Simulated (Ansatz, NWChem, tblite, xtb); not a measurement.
# CH7BGaN (SMILES C[B](N)[GaH2]): methods side by side

CH7BGaN has 11 atoms, charge 0, and is taken as a singlet. SMILES: `C[B](N)[GaH2]`. Geometry: relaxed at PBE0-D4/def2-TZVP.

Quantity: the dipole moment, in D. The values are calculated.

```
         level            kind  program  value (D)   CPU time
     IPEA1-xTB  semi-empirical   tblite       3.49  under 2 s
      GFN2-xTB  semi-empirical      xtb       4.22  under 2 s
      GFN1-xTB  semi-empirical   tblite       3.38  under 2 s
      GFN0-xTB  semi-empirical      xtb       3.52  under 2 s
     HF/STO-3G    Hartree–Fock   Ansatz       1.84        3 s
      HF/3-21G    Hartree–Fock   Ansatz       2.59      2.9 s
   HF/def2-SVP    Hartree–Fock   NWChem       2.48       27 s
   HF/6-311G**    Hartree–Fock   Ansatz       2.41       17 s
    TPSS/3-21G        meta-GGA   NWChem       2.96       24 s
r2SCAN/pcseg-1        meta-GGA   Ansatz       2.66       23 s
```

All-electron rows without a relativistic Hamiltonian named are non-relativistic. The values span 1.84 to 4.22 D. Magnitudes only. Sets without polarisation functions give poor dipoles. Without the sets that lack polarisation functions the rows with a basis span only 2.41 to 2.66 D. Times are those of the runs behind each value, whatever else they computed, on shared processors of several kinds: orders of magnitude only.
